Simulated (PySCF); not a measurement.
Molfile (atoms numbered from 1):
```
C4H7NOSi
     RDKit          3D

 14 13  0  0  0  0  0  0  0  0999 V2000
    2.7808   -0.4165   -0.0443 C   0  0  0  0  0  0  0  0  0  0  0  0
    1.4080   -0.6466    0.0232 O   0  0  0  0  0  0  0  0  0  0  0  0
    0.2052    0.4054   -0.2547 Si  0  0  0  0  0  4  0  0  0  0  0  0
   -1.2664   -0.7230    0.0566 C   0  0  0  0  0  0  0  0  0  0  0  0
   -2.5327   -0.3194   -0.0490 C   0  0  0  0  0  0  0  0  0  0  0  0
   -2.8755    0.9980   -0.4031 C   0  0  0  0  0  0  0  0  0  0  0  0
   -3.1745    2.0679   -0.6901 N   0  0  0  0  0  0  0  0  0  0  0  0
    3.0794    0.3597    0.6638 H   0  0  0  0  0  0  0  0  0  0  0  0
    3.2939   -1.3466    0.2026 H   0  0  0  0  0  0  0  0  0  0  0  0
    3.0719   -0.0997   -1.0483 H   0  0  0  0  0  0  0  0  0  0  0  0
    0.2394    1.5348    0.6791 H   0  0  0  0  0  0  0  0  0  0  0  0
    0.2310    0.9126   -1.6298 H   0  0  0  0  0  0  0  0  0  0  0  0
   -1.0829   -1.7525    0.3353 H   0  0  0  0  0  0  0  0  0  0  0  0
   -3.3785   -0.9746    0.1314 H   0  0  0  0  0  0  0  0  0  0  0  0
  1  2  1  0
  2  3  1  0
  3  4  1  0
  4  5  2  0
  5  6  1  0
  6  7  3  0
  1  8  1  0
  1  9  1  0
  1 10  1  0
  3 11  1  0
  3 12  1  0
  4 13  1  0
  5 14  1  0
M  END
```

Calculated, not measured (PySCF 2.14.0 with density-fitted response routines): coordinates at the GFN2-xTB level, shielding tensors at PBE0/pcSseg-1 (GIAO). In vacuum, equivalent nuclei averaged, one conformer, no relativistic terms.

**Question.** Predict the 2D correlation tables (HSQC, COSY, HMBC).

**Answer.** 

HSQC (one-bond C–H):
```tsv
δH	δC
7.28 (H13)	166.2 (C4)
6.18 (H14)	123.4 (C5)
3.87 (H8/H9/H10)	54.1 (C1)
```

COSY cross peaks (H two or three bonds apart, from the bond graph; peaks can be absent where the dihedral angle is near 90°):
```tsv
δH	δH
7.28 (H13)	6.18 (H14)
7.28 (H13)	5.31 (H11/H12)
```

HMBC (two and three bonds, from the bond graph):
```tsv
δH	δC
7.28 (H13)	123.4 (C5), 122.0 (C6)
6.18 (H14)	166.2 (C4), 122.0 (C6)
5.31 (H11/H12)	166.2 (C4), 123.4 (C5), 54.1 (C1)
```

Referencing at the same level of theory: 1H (σref 31.72), 13C (σref 186.93) vs TMS.

Shifts are as computed. Against solution values, carbons near 30 ppm lie about +3 ppm off and those near 130 ppm about +5 ppm. Of 1211 compounds with measured shifts, 218 miss one by over three times the rms of a fit or turn the order of signals round; such compounds aren't used in these exercises.
